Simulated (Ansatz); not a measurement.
`O[SiH2]N[SiH2][AlH2]` + H₂O → `[OH][AlH2]` + `O[SiH2]N[SiH3]`  (formal hydrolysis of the Al–Si bond)

Computed with Ansatz on PBE0-D4/def2-TZVP structures; ΔE is electronic, products minus reactants. CBS: MP2 limit from def2 TZ/QZ plus the TZ coupled-cluster correction, frozen cores. This one scheme is used for every species. Functionals use def2-TZVPP. B3LYP here is the variant with VWN-RPA as its local correlation; programs differ in this. Each species was taken in one conformer, which may not be the lowest.

`O[SiH2]N[SiH2][AlH2]`:

Cartesian coordinates in Å:
```
O -0.802 -2.732 1.030
Si -0.115 -1.337 1.564
N 0.476 -0.321 0.309
Si -0.453 0.491 -0.922
Al 0.536 2.664 -1.519
H -0.268 -3.307 0.479
H 1.056 -1.608 2.443
H -1.219 -0.683 2.301
H 1.478 -0.207 0.273
H -1.831 0.644 -0.370
H -0.614 -0.350 -2.152
H -0.271 3.742 -2.364
H 2.027 3.003 -1.072
```

H₂O:

Cartesian coordinates in Å:
```
O 0.065 0.357 0.142
H 0.715 -0.321 -0.053
H -0.780 -0.036 -0.089
```

`[OH][AlH2]`:

Z-matrix (Å, degrees):
```
Al
O 1 1.696
H 1 1.585 2 119.7
H 1 1.577 2 116.0 3 -180.0
H 2 0.956 1 123.4 3 -0.0
```

`O[SiH2]N[SiH3]`:

Cartesian coordinates in Å:
```
O 1.922 1.176 -0.286
Si 0.689 0.459 -1.106
N -0.711 0.152 -0.156
Si -0.887 -1.003 1.118
H 1.755 2.029 0.117
H 1.289 -0.809 -1.574
H 0.228 1.316 -2.231
H -1.508 0.741 -0.350
H -1.012 -0.363 2.456
H 0.331 -1.852 1.098
H -2.096 -1.846 0.914
```

```json
{"level": "PBE-D4", "ΔE (kJ/mol)": "-128.5", "difference from CCSD(T)/CBS": "18.5"}
{"level": "PBE0-D4", "ΔE (kJ/mol)": "-131.6", "difference from CCSD(T)/CBS": "15.4"}
{"level": "B3LYP-D4", "ΔE (kJ/mol)": "-150.1", "difference from CCSD(T)/CBS": "-3.1"}
{"level": "ωB97X-V", "ΔE (kJ/mol)": "-148.8", "difference from CCSD(T)/CBS": "-1.8"}
{"level": "B2PLYP", "ΔE (kJ/mol)": "-158.6", "difference from CCSD(T)/CBS": "-11.6"}
{"level": "PBE", "ΔE (kJ/mol)": "-131.8", "difference from CCSD(T)/CBS": "15.2"}
{"level": "r2SCAN", "ΔE (kJ/mol)": "-149.9", "difference from CCSD(T)/CBS": "-2.9"}
{"level": "PBE0", "ΔE (kJ/mol)": "-134.8", "difference from CCSD(T)/CBS": "12.2"}
{"level": "CCSD/def2-TZVPP", "ΔE (kJ/mol)": "-151.0", "difference from CCSD(T)/CBS": "-4.0"}
{"level": "MP2/def2-QZVPP", "ΔE (kJ/mol)": "-158.7", "difference from CCSD(T)/CBS": "-11.7"}
{"level": "CCSD(T)/CBS", "ΔE (kJ/mol)": "-147.0", "difference from CCSD(T)/CBS": "0"}
```

Largest T1 diagnostic among the species: 0.012.

The D4 term adds +5.3 kJ/mol with B3LYP and +3.2 kJ/mol with PBE0; it sums over pairs of atoms, weighted by their polarisabilities, and B3LYP, whose exchange is more repulsive, gets the larger term. In def2-TZVPP, CCSD(T) changes the Hartree–Fock value by +17.0 kJ/mol (the triples alone add +2.0 kJ/mol) and MP2 by +6.6 kJ/mol.
